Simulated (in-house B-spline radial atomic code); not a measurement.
W⁶⁺. Computed with a B-spline radial atomic code. Model: all-electron spherical atom, spin shells full or empty, radial basis limit, no spin-orbit coupling, Breit or QED, empty-state partial waves extrapolated as (l+1/2)^-4, RPA, G0W0 and static COHSEX of the highest shell as one setting changes (uncorrelated shells keep exact exchange).

Without the two-electron picture change, core correlation of heavy ions comes too large.

Given: element W; charge 6; filled core Xe; hamiltonian one-electron scalar X2C; mean-field start PBE0; highest l of empty states 9; nuclear rms radius 5.3658 fm; highest mean-field shell 4f.

Shell: 4f 7 7 (electrons up and down).

```json
{"lowest nl shells left uncorrelated": "0", "RPA correlation energy (hartree)": "-6.2153", "G0W0 level (eV)": "-123.24", "G0W0 minus most complete (meV)": "0", "COHSEX level (eV)": "-129.57", "linearised minus solved G0W0 (meV)": "-31.6"}
{"lowest nl shells left uncorrelated": "1", "RPA correlation energy (hartree)": "?", "G0W0 level (eV)": "?", "G0W0 minus most complete (meV)": "?", "COHSEX level (eV)": "?", "linearised minus solved G0W0 (meV)": "?"}
{"lowest nl shells left uncorrelated": "2", "RPA correlation energy (hartree)": "?", "G0W0 level (eV)": "?", "G0W0 minus most complete (meV)": "?", "COHSEX level (eV)": "?", "linearised minus solved G0W0 (meV)": "?"}
{"lowest nl shells left uncorrelated": "3", "RPA correlation energy (hartree)": "-5.1804", "G0W0 level (eV)": "-123.24", "G0W0 minus most complete (meV)": "2.5", "COHSEX level (eV)": "-129.57", "linearised minus solved G0W0 (meV)": "-31.6"}
{"lowest nl shells left uncorrelated": "4", "RPA correlation energy (hartree)": "-4.9842", "G0W0 level (eV)": "-123.23", "G0W0 minus most complete (meV)": "12.7", "COHSEX level (eV)": "-129.56", "linearised minus solved G0W0 (meV)": "-31.5"}
{"lowest nl shells left uncorrelated": "5", "RPA correlation energy (hartree)": "-4.3825", "G0W0 level (eV)": "-123.19", "G0W0 minus most complete (meV)": "50.6", "COHSEX level (eV)": "-129.55", "linearised minus solved G0W0 (meV)": "-31.3"}
{"lowest nl shells left uncorrelated": "6", "RPA correlation energy (hartree)": "-3.3939", "G0W0 level (eV)": "-123.14", "G0W0 minus most complete (meV)": "94.1", "COHSEX level (eV)": "-129.72", "linearised minus solved G0W0 (meV)": "-31"}
{"lowest nl shells left uncorrelated": "7", "RPA correlation energy (hartree)": "-3.205", "G0W0 level (eV)": "-123.13", "G0W0 minus most complete (meV)": "110.8", "COHSEX level (eV)": "-129.65", "linearised minus solved G0W0 (meV)": "-30.9"}
{"lowest nl shells left uncorrelated": "8", "RPA correlation energy (hartree)": "-2.6387", "G0W0 level (eV)": "-123.1", "G0W0 minus most complete (meV)": "136.6", "COHSEX level (eV)": "-129.47", "linearised minus solved G0W0 (meV)": "-30.9"}
{"lowest nl shells left uncorrelated": "9", "RPA correlation energy (hartree)": "-1.6574", "G0W0 level (eV)": "-123.71", "G0W0 minus most complete (meV)": "-467.6", "COHSEX level (eV)": "-130.04", "linearised minus solved G0W0 (meV)": "-36.9"}
{"lowest nl shells left uncorrelated": "10", "RPA correlation energy (hartree)": "-1.4772", "G0W0 level (eV)": "-123.93", "G0W0 minus most complete (meV)": "-693", "COHSEX level (eV)": "-130.05", "linearised minus solved G0W0 (meV)": "-38.7"}
{"lowest nl shells left uncorrelated": "11", "RPA correlation energy (hartree)": "-0.91805", "G0W0 level (eV)": "-125.06", "G0W0 minus most complete (meV)": "-1826", "COHSEX level (eV)": "-129.91", "linearised minus solved G0W0 (meV)": "-33.6"}
```

(1) What follows for lowest nl shells left uncorrelated = 2?

(2) What follows for lowest nl shells left uncorrelated = 1?

Results:

(1) RPA correlation energy -5.7842 hartree; G0W0 level -123.24 eV; G0W0 minus most complete 0.6 meV; COHSEX level -129.57 eV; linearised minus solved G0W0 -31.6 meV.

(2) RPA correlation energy -5.9932 hartree; G0W0 level -123.24 eV; G0W0 minus most complete 0 meV; COHSEX level -129.57 eV; linearised minus solved G0W0 -31.6 meV.
